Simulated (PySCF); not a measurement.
## Atomic charges against the basis set

C6H7NO.
Bonds: N1–C2, C2–C3 (aromatic), C3–C4 (aromatic), C4–C5 (aromatic), C5–O6, C5–C7 (aromatic), C7–C8 (aromatic), C2–C8 (aromatic). Hydrogens: H9, H10 on N1; H11 on C3; H12 on C4; H13 on O6; H14 on C7; H15 on C8.

PBE0 throughout (PySCF), one geometry, spherical d and f functions. One conformer (not necessarily the lowest) at the PBE0-D3(BJ)/def2-SVP geometry, without solvent, vibrations or thermal averaging. Atoms taken as equivalent share a column and are averaged. The first 7 of 10 kinds of atom are listed.

Mulliken charges (e):

```json
{"basis": "STO-3G", "functions": "47", "N1": "-0.399", "C2": "+0.068", "C3/C8": "-0.103", "C4/C7": "-0.111", "C5": "+0.077", "O6": "-0.256", "H9/H10": "+0.202"}
{"basis": "pcSseg-0", "functions": "86", "N1": "-0.744", "C2": "+0.062", "C3/C8": "-0.186", "C4/C7": "-0.204", "C5": "+0.183", "O6": "-0.652", "H9/H10": "+0.319"}
{"basis": "6-31G", "functions": "86", "N1": "-0.796", "C2": "+0.219", "C3/C8": "-0.169", "C4/C7": "-0.175", "C5": "+0.242", "O6": "-0.644", "H9/H10": "+0.315"}
{"basis": "6-31G*", "functions": "126", "N1": "-0.840", "C2": "+0.291", "C3/C8": "-0.211", "C4/C7": "-0.234", "C5": "+0.355", "O6": "-0.673", "H9/H10": "+0.342"}
{"basis": "cc-pVDZ", "functions": "147", "N1": "-0.164", "C2": "-0.026", "C3/C8": "+0.016", "C4/C7": "-0.007", "C5": "+0.045", "O6": "-0.200", "H9/H10": "+0.096"}
{"basis": "def2-SVP", "functions": "147", "N1": "-0.152", "C2": "+0.041", "C3/C8": "-0.045", "C4/C7": "-0.075", "C5": "+0.154", "O6": "-0.226", "H9/H10": "+0.120"}
{"basis": "pcSseg-1", "functions": "171", "N1": "-0.426", "C2": "+0.045", "C3/C8": "-0.067", "C4/C7": "-0.118", "C5": "+0.167", "O6": "-0.385", "H9/H10": "+0.180"}
{"basis": "aug-cc-pVDZ", "functions": "247", "N1": "-0.226", "C2": "+0.289", "C3/C8": "+0.877", "C4/C7": "+0.613", "C5": "+0.480", "O6": "-0.690", "H9/H10": "-0.053"}
{"basis": "6-311+G(2d,p)", "functions": "258", "N1": "-0.535", "C2": "+0.378", "C3/C8": "-0.302", "C4/C7": "+0.021", "C5": "+0.025", "O6": "-0.438", "H9/H10": "+0.235"}
{"basis": "def2-TZVP", "functions": "290", "N1": "-0.460", "C2": "+0.278", "C3/C8": "-0.247", "C4/C7": "-0.180", "C5": "+0.225", "O6": "-0.395", "H9/H10": "+0.234"}
```

IAO charges (e):

| basis | functions | N1 | C2 | C3/C8 | C4/C7 | C5 | O6 | H9/H10 |
| --- | --- | --- | --- | --- | --- | --- | --- | --- |
| STO-3G | 47 | -0.393 | +0.041 | -0.164 | -0.176 | +0.086 | -0.282 | +0.218 |
| pcSseg-0 | 86 | -0.479 | +0.083 | -0.188 | -0.191 | +0.155 | -0.444 | +0.255 |
| 6-31G | 86 | -0.515 | +0.095 | -0.188 | -0.190 | +0.164 | -0.469 | +0.265 |
| 6-31G* | 126 | -0.516 | +0.106 | -0.184 | -0.189 | +0.189 | -0.476 | +0.260 |
| cc-pVDZ | 147 | -0.510 | +0.107 | -0.189 | -0.193 | +0.190 | -0.474 | +0.260 |
| def2-SVP | 147 | -0.499 | +0.103 | -0.186 | -0.189 | +0.186 | -0.470 | +0.256 |
| pcSseg-1 | 171 | -0.515 | +0.104 | -0.189 | -0.192 | +0.187 | -0.481 | +0.261 |
| aug-cc-pVDZ | 247 | -0.541 | +0.107 | -0.190 | -0.194 | +0.192 | -0.498 | +0.271 |
| 6-311+G(2d,p) | 258 | -0.542 | +0.108 | -0.190 | -0.193 | +0.193 | -0.499 | +0.271 |
| def2-TZVP | 290 | -0.537 | +0.109 | -0.190 | -0.194 | +0.195 | -0.496 | +0.269 |

Some averages cover members that differ in this geometry, most widely: C3/C8, Mulliken in aug-cc-pVDZ +0.756 to +0.999; C4/C7, Mulliken in aug-cc-pVDZ +0.511 to +0.715; C4/C7, Mulliken in 6-311+G(2d,p) -0.023 to +0.065; C3/C8, Mulliken in 6-311+G(2d,p) -0.331 to -0.272 e.

Problem. Which scheme is steadiest as the basis changes?

Solution. Largest range over the bases for any column: IAO 0.22 e, Mulliken 1.18 e. IAO charges move least and Mulliken charges most, counted in e. Without the minimal STO-3G basis the ranges are IAO 0.06, Mulliken 1.18 e.

Problem. How much do the charges still move between the two largest bases, 6-311+G(2d,p) and def2-TZVP?

Solution. At most, over all atoms: Mulliken 0.242 e, IAO 0.005 e.

Problem. What do the same runs give for the total energy, the frontier levels and the dipole moment?

Solution. 
| basis | energy (Eh) | HOMO (eV) | LUMO (eV) | μ (D) |
| --- | --- | --- | --- | --- |
| STO-3G | -357.8316 | -2.88 | 3.17 | 1.90 |
| pcSseg-0 | -361.5740 | -5.41 | -0.01 | 2.54 |
| 6-31G | -362.3024 | -5.19 | 0.30 | 2.54 |
| 6-31G* | -362.3940 | -5.14 | 0.31 | 2.14 |
| cc-pVDZ | -362.4350 | -5.22 | 0.12 | 2.02 |
| def2-SVP | -362.1497 | -5.31 | 0.03 | 2.09 |
| pcSseg-1 | -362.3664 | -5.46 | -0.14 | 2.14 |
| aug-cc-pVDZ | -362.4617 | -5.48 | -0.27 | 1.98 |
| 6-311+G(2d,p) | -362.5154 | -5.49 | -0.26 | 2.05 |
| def2-TZVP | -362.5450 | -5.44 | -0.17 | 2.04 |

The dipole is fixed by the density alone, so its range of 0.64 D shows that the density itself changes with the basis, not only its division among atoms.
